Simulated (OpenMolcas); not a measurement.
**C2H7BO (SMILES CCBO): methods side by side**

C2H7BO has 11 atoms, charge 0, and is taken as a singlet. As SMILES, `CCBO`. Geometry: relaxed at PBE0-D4/def2-TZVP. This is one conformer, not always the lowest.

```jsonl
{"atom": "C", "x (Å)": "-0.5562", "y (Å)": "1.3140", "z (Å)": "0.1941"}
{"atom": "C", "x (Å)": "-0.1481", "y (Å)": "-0.1264", "z (Å)": "0.4987"}
{"atom": "B", "x (Å)": "0.8442", "y (Å)": "-0.7497", "z (Å)": "-0.5450"}
{"atom": "O", "x (Å)": "0.7752", "y (Å)": "-2.0346", "z (Å)": "-0.9682"}
{"atom": "H", "x (Å)": "-1.1236", "y (Å)": "1.3786", "z (Å)": "-0.7379"}
{"atom": "H", "x (Å)": "-1.1781", "y (Å)": "1.7372", "z (Å)": "0.9863"}
{"atom": "H", "x (Å)": "0.3223", "y (Å)": "1.9540", "z (Å)": "0.0824"}
{"atom": "H", "x (Å)": "-1.0373", "y (Å)": "-0.7547", "z (Å)": "0.6403"}
{"atom": "H", "x (Å)": "0.3803", "y (Å)": "-0.1477", "z (Å)": "1.4643"}
{"atom": "H", "x (Å)": "1.7483", "y (Å)": "-0.1083", "z (Å)": "-1.0100"}
{"atom": "H", "x (Å)": "0.0385", "y (Å)": "-2.5195", "z (Å)": "-0.5844"}
```

Each level gives the energy change with the C1–H7 bond stretched from 1.093 to 1.420 Å (eV). The values are calculated.

```tsv
level	kind	program	value (eV)	less CCSD(T)/def2-SVP	CPU time (all runs)
HF/def2-SVP (unrestricted)	Hartree–Fock	OpenMolcas	1.11	+0.15	13 s
SVWN5/def2-SVP (restricted)	LDA	OpenMolcas	0.87	-0.09	55 s
BLYP/def2-SVP (restricted)	GGA	OpenMolcas	0.85	-0.11	77 s
PBE/def2-SVP (restricted)	GGA	OpenMolcas	0.88	-0.08	79 s
revPBE/def2-SVP (restricted)	GGA	OpenMolcas	0.87	-0.09	80 s
PBE0/def2-SVP (restricted)	global hybrid	OpenMolcas	0.98	+0.02	70 s
B2PLYP/def2-SVP (restricted)	double hybrid	OpenMolcas	0.98	+0.02	61 s
CCSD(T)/def2-SVP (restricted)	coupled cluster or CI	OpenMolcas	0.96	0.00	2.6 min
```

Differences are taken from CCSD(T)/def2-SVP (restricted) for orientation; it has basis-set and higher-order errors of its own. The first shape isn't each level's own minimum. The values span 0.85 to 1.11 eV. Times are those of the runs behind each value, whatever else they computed, on shared processors of several kinds: orders of magnitude only.
